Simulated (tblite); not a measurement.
Q: What does the GFN2-xTB structure of `CCC[C@@H]1C[Si@@H](F)CC1=S` look like in three dimensions?

A: 
```xyz
23
C7H13FSSi angstrom
C      3.0529    0.3945    0.9808
C      2.0648   -0.2444    0.0123
C      0.6447   -0.2108    0.5718
C     -0.3872   -0.8698   -0.3617
C     -0.7206    0.0257   -1.5656
Si    -2.0772    1.2054   -0.9556
F     -3.3201    1.2337   -1.9860
C     -2.4851    0.1440    0.5707
C     -1.6539   -1.0863    0.4153
S     -2.0806   -2.5291    1.0198
H      2.7899    1.4340    1.1658
H      3.0500   -0.1346    1.9313
H      4.0609    0.3622    0.5740
H      2.1056    0.2858   -0.9410
H      2.3557   -1.2810   -0.1706
H      0.6367   -0.7407    1.5278
H      0.3484    0.8248    0.7568
H      0.0135   -1.8357   -0.6826
H     -1.1092   -0.5911   -2.3782
H      0.1768    0.5092   -1.9430
H     -1.7563    2.6017   -0.7225
H     -3.5345   -0.1184    0.6996
H     -2.1799    0.6477    1.4907
```

Orientation and origin are arbitrary. Atoms count from 1 in this order. Si6 (fluorine-bound silicon) has angles from 93.7° to 119.4°. The C–C distances run from 1.493 Å (C8–C9, drawn single) to 1.540 Å (C3–C4, drawn single), a spread of 0.047 Å. Of the pairs four or more bonds apart, Si6···H17 is among the closest relative to their van der Waals radii: 2.99 Å, 91 % of the sum of Bondi's values. The 5-membered ring C4–C5–Si6–C8–C9 has internal angles of 93.7° to 113.9°; it is puckered, 0.16 Å rms from its mean plane, widest ring torsion 42°.

Bonds between heavy atoms (Å): C1–C2 1.524, C2–C3 1.527, C3–C4 1.540, C4–C5 1.537, C5–Si6 1.898, Si6–F7 1.615, Si6–C8 1.903, C8–C9 1.493, C9=S10 1.621, C4–C9 1.502.

The geometry is computed with GFN2-xTB (gas phase).

Point group: C1 (no symmetry element, even within 0.4 Å). Its GFN2-xTB frequencies are all real (lowest 43 cm⁻¹). One conformer, not necessarily the lowest (C1–C2–C3–C4 -179°, C2–C3–C4–C5 -75°, C3–C4–C5–Si6 -85°, C4–C5–Si6–F7 -130°, C5–Si6–C8–C9 -6°, Si6–C8–C9–S10 -152°).

Time: 1.9 s wall. Hardware: one thread of an Arm Neoverse N1, no GPU, shared host with 64 logical CPUs at a one-minute load of 60. These figures are those of the optimisation.
